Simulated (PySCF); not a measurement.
**SbP: one state, many levels of theory**

State: ¹Σ⁺ (singlet), closed shell. Set-up: Sb cc-pVDZ-PP with ECP28, P cc-pV(D+d)Z; scalar-relativistic core potentials (PySCF 2.14). De refers to Sb + P in their high-spin ground configurations, without counterpoise correction. A positive dipole means Sb(−)P(+).

```json
{"Level": "RHF", "Re (Å)": "2.159", "ωe (cm⁻¹)": "603", "De (eV)": "0.021", "μ (D)": "-1.57", "CPU s a point (SCF and correlation, without the integrals)": "0.055"}
{"Level": "RHF-MP2", "Re (Å)": "2.268", "ωe (cm⁻¹)": "438", "De (eV)": "2.91", "μ (D)": "n/a", "CPU s a point (SCF and correlation, without the integrals)": "0.086"}
{"Level": "RHF-SCS-MP2", "Re (Å)": "2.260", "ωe (cm⁻¹)": "451", "De (eV)": "2.83", "μ (D)": "n/a", "CPU s a point (SCF and correlation, without the integrals)": "n/a"}
{"Level": "RHF-CCSD", "Re (Å)": "2.225", "ωe (cm⁻¹)": "512", "De (eV)": "2.34", "μ (D)": "n/a", "CPU s a point (SCF and correlation, without the integrals)": "n/a"}
{"Level": "RHF-CCSD(T)", "Re (Å)": "2.247", "ωe (cm⁻¹)": "482", "De (eV)": "2.71", "μ (D)": "n/a", "CPU s a point (SCF and correlation, without the integrals)": "1.1"}
{"Level": "PBE", "Re (Å)": "2.226", "ωe (cm⁻¹)": "506", "De (eV)": "3.83", "μ (D)": "-1.42", "CPU s a point (SCF and correlation, without the integrals)": "0.67"}
{"Level": "BP86", "Re (Å)": "2.229", "ωe (cm⁻¹)": "502", "De (eV)": "3.92", "μ (D)": "-1.37", "CPU s a point (SCF and correlation, without the integrals)": "0.73"}
{"Level": "r²SCAN", "Re (Å)": "2.207", "ωe (cm⁻¹)": "528", "De (eV)": "3.33", "μ (D)": "-1.47", "CPU s a point (SCF and correlation, without the integrals)": "1.3"}
{"Level": "PBE0", "Re (Å)": "2.193", "ωe (cm⁻¹)": "544", "De (eV)": "3.29", "μ (D)": "-1.50", "CPU s a point (SCF and correlation, without the integrals)": "1.2"}
{"Level": "M06", "Re (Å)": "2.206", "ωe (cm⁻¹)": "532", "De (eV)": "4.15", "μ (D)": "-1.88", "CPU s a point (SCF and correlation, without the integrals)": "0.97"}
{"Level": "M06-2X", "Re (Å)": "2.181", "ωe (cm⁻¹)": "563", "De (eV)": "2.77", "μ (D)": "-1.37", "CPU s a point (SCF and correlation, without the integrals)": "1"}
{"Level": "LC-ωPBE", "Re (Å)": "2.147", "ωe (cm⁻¹)": "603", "De (eV)": "2.61", "μ (D)": "-1.61", "CPU s a point (SCF and correlation, without the integrals)": "0.88"}
```

Which functional lies closest to RHF-CCSD(T) in De, which farthest, and by how much do they differ from it?

Closest is M06-2X (-6.6 pm in Re, +16.8 % in ωe, +0.06 eV in De against RHF-CCSD(T) in the same basis), farthest M06 (-4.1 pm in Re, +10.4 % in ωe, +1.44 eV in De). CCSD(T) converges more slowly with the basis than the functionals do and binds too weakly in this one, so the order can change at the basis-set limit.

What does a quarter of exact exchange do here, going from PBE to PBE0?

PBE0 less PBE: -3.3 pm in Re, +7.5 % in ωe, -0.54 eV in De. Exact exchange removes part of the self-interaction that spreads semilocal densities, and in most molecules shortens and stiffens the bond and lowers De; so it does here.

What does second-order correlation do here, going from RHF to RHF-MP2?

RHF-MP2 less RHF: +10.9 pm in Re, -27.4 % in ωe, +2.89 eV in De. Correlation nearly always deepens the well. The bond lengthens, as in strong covalent bonds, where excitations into antibonding orbitals dominate.

Correlated steps freeze 9 core orbitals. Correlated levels converge slowly with the basis: in double zeta they bind strong bonds too weakly, by up to about 1 eV, and carry superposition errors of some tenths. These are scalar-relativistic numbers at best; spin–orbit coupling would shift them, the dissociation energy most. Where the molecule has an RHF reference, its open-shell atoms are computed with UHF.

The whole job (state search and all levels along the bond) took about 2.3 min on 1 thread of Arm Neoverse V1 (shared host), peak memory 0.53 GiB.
